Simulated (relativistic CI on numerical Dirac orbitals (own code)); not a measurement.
# Hg⁷⁶⁺: sensitivity of the levels to the model

Base calculation: Dirac-Coulomb-Breit CI, orbitals from a KLI potential per configuration, QED by a radiative potential, unscaled Slater integrals.

CI space (outside the closed core 1s2): 2s², 2s2p, 2p², 2p3s, 2p3p, 2s3s, 2s3p, 2s3d, 2s4s, 2s4p, 2s4d, 2s4f, 3s², 3s3p, 3p². Levels of other configurations are missing.

Variants: (1) non-relativistic limit. Shifts of the energy above 2s² ¹S0, in eV, for the lowest level and the first level of each name with at least 55 % of one term (blank where a level changes its place among those of its configuration and J or its character, or is not in the variant):

```tsv
Level	Base	Δ(1)
2s² ¹S0	0.0	0.0
2s2p ³P°0	199.8	-63.0
2s2p ³P°1	236.4	-99.6
2p² ³P0	556.7	-204.2
2s2p ³P°2	2319.2	-2182.4
2s2p ¹P°1	2420.1	-2157.2
2p² ³P1	2627.1	-2274.6
2p² ¹D2	2645.1	
2p² ³P2	4761.3	
2p² ¹S0	4837.5	-4347.9
2s3s ³S1	13187.8	-1675.6
2s3s ¹S0	13227.2	-1687.6
2s3p ³P°1	13279.9	
2s3p ³P°0	13280.3	-1699.0
2p3s ³P°0	13433.2	-1750.1
2p3s ³P°1	13435.8	-1752.7
2p3p ³D1	13488.4	
2p3p ³P0	13551.3	-1800.4
2s3p ³P°2	13907.2	-2326.0
2s3p ¹P°1	13915.4	
2s3d ³D1	13943.6	-2326.8
2s3d ³D2	13949.3	-2332.5
```

At this charge energies of transitions that change n are usually good to better than 1 %, and those within a shell (Δn = 0) to a few per cent.

Ionisation energy from the two ground configurations alone: base 23166.6 eV. The NIST ASD value (theoretical) is 23170 eV.

LS names give the leading component of a level, which can be under half, so a name can repeat, a term be missing and a line seem to break the LS rules.
